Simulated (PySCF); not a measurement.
Cl2H2Si, SMILES Cl[SiH2]Cl (connectivity only; charge and spin as stated), charge -1, multiplicity 2.

The structure is a stationary point at TPSSh-D3(BJ)/def2-SVPD. The multiplicity is an assumed one; other spin states were not compared. The isomer is the one that the SMILES or the coordinates give; other isomers of the formula were not compared.

Calculation: PySCF with SMD-B3LYP/def2-SVPD.

Solvation free energies are E(SMD) − E(gas) at the gas-phase geometry, for 1 M in both phases.

```tsv
solvent	ΔG(solv) (kcal/mol)	its non-electrostatic (CDS) part
water	-44.9	1.9
benzene	-28.9	-2.4
tetrahydrofuran	-42.6	-1.7
```
